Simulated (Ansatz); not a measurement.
`C=CNC` + `C[SiH2]N` → `C=CN[SiH2]C` + CH₃NH₂  (substitution at a C–N bond)

Isolated molecules relaxed with PBE0-D4/def2-TZVP in Ansatz; ΔE leaves out vibrations. CCSD(T)/CBS adds triple-zeta CCSD(T) − MP2 to the extrapolated MP2 energy (def2 sets, frozen cores). DFT in def2-TZVPP. B3LYP here is the variant with VWN-RPA as its local correlation; programs differ in this. Each species was taken in one conformer, which may not be the lowest.

`C=CNC`:

Cartesian coordinates in Å:
```
C -1.256 1.507 0.365
C -0.752 0.347 -0.060
N 0.565 0.072 -0.346
C 1.052 -1.276 -0.195
H -0.626 2.363 0.581
H -2.323 1.627 0.479
H -1.417 -0.491 -0.260
H 1.211 0.786 -0.044
H 1.124 -1.608 0.851
H 0.383 -1.963 -0.719
H 2.038 -1.365 -0.653
```

`C[SiH2]N`:

Z-matrix (Å, degrees):
```
C
Si 1 1.871
H 1 1.093 2 111.2
H 1 1.094 2 110.5 3 119.8
H 1 1.093 2 111.2 3 -120.4
N 2 1.720 1 116.4 3 60.2
H 2 1.489 1 108.4 3 -179.4
H 2 1.489 1 108.4 3 -60.3
H 6 1.007 2 120.7 1 73.7
H 6 1.007 2 120.7 1 -73.5
```

`C=CN[SiH2]C`:

Cartesian coordinates in Å:
```
C 0.189 -2.857 -0.378
C -0.337 -1.698 0.019
N 0.245 -0.450 -0.079
Si -0.333 1.000 0.674
C 0.224 2.469 -0.327
H -0.374 -3.773 -0.274
H 1.179 -2.918 -0.817
H -1.333 -1.682 0.457
H 1.169 -0.458 -0.487
H 0.157 1.158 2.075
H -1.814 0.874 0.728
H -0.176 2.428 -1.342
H 1.315 2.510 -0.389
H -0.113 3.397 0.141
```

CH₃NH₂:

```xyz
7

C     0.457   -0.256    0.220
N    -0.654    0.203   -0.596
H     0.554    0.231    1.201
H     1.393   -0.102   -0.323
H     0.362   -1.331    0.389
H    -0.579    1.196   -0.775
H    -1.533    0.059   -0.116
```

```tsv
level	ΔE (eV)
PBE-D4	0.07
B3LYP-D4	0.06
PBE	0.08
B3LYP	0.08
```

Question: What does CCSD(T)/CBS give? (Best estimate.)

Answer: The calculation gave: +0.05 eV. The listed levels differ from it by 0.02, 0.01, 0.03, 0.03 eV.

Largest T1 diagnostic among the species: 0.011.
